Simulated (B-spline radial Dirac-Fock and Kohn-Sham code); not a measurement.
Energy-loss ionisation edge M3 of Os

System: neutral osmium in the configuration [Xe] 4f14 5d6 6s2. Calculated with a B-spline atomic structure program, using the first Born approximation with generalised oscillator strengths from a Dirac-Hartree-Slater potential (longitudinal and transverse terms; continuum final states only, so no white lines or fine structure). The edge is taken at 2457.0 eV (tabulated value).

The run's input, task.json:

```json
{"items": [{
  "Z": 76,
  "q": 0,
  "cfg": [[1, 0, 2], [2, 0, 2], [2, 1, 6], [3, 0, 2], [3, 1, 6], [3, 2, 10], [4, 0, 2], [4, 1, 6], [4, 2, 10], [4, 3, 14], [5, 0, 2], [5, 1, 6], [5, 2, 6], [6, 0, 2]],
  "A": 192,
  "rrms": 5.4126,
  "do": "eels",
  "beams": [[80, 5], [80, 10], [80, 20], [100, 5], [100, 10], [100, 20], [100, 100], [120, 50], [200, 10], [200, 20], [200, 50], [200, 100], [300, 50], [300, 100]],
  "edges": {"M3": 2457.0}
}]}
```

Launch: `python xray2_run.py task.json out`

Partial cross sections σ(β, Δ) in barn, integrated over a window Δ above the edge and up to the collection semi-angle β, for parallel illumination:

```csv
E₀ (kV),β (mrad),Δ = 25 eV,Δ = 50 eV,Δ = 100 eV,Δ = 200 eV,Δ = 300 eV
80,5,0.907,1.88,3.70,6.91,9.62
80,10,3.26,6.77,13.4,25.1,35.0
80,20,9.46,19.8,39.5,74.7,105
100,5,1.15,2.37,4.67,8.70,12.1
100,10,3.94,8.19,16.2,30.3,42.4
100,20,10.5,21.9,43.7,82.9,117
100,100,31.4,70.8,151,298,430
120,50,22.6,49.1,101,196,280
200,10,6.50,13.5,26.8,50.5,71.1
200,20,12.7,26.7,53.5,102,145
200,50,?,?,?,?,?
200,100,24.4,55.5,119,237,343
300,50,19.7,43.5,91.2,179,258
300,100,21.6,49.0,105,210,304
```

**Question.** Give the row for 200 kV and 50 mrad.

**Answer.** 20.9 b for 25 eV, 45.8 b for 50 eV, 95.1 b for 100 eV, 186 b for 200 eV, 266 b for 300 eV.
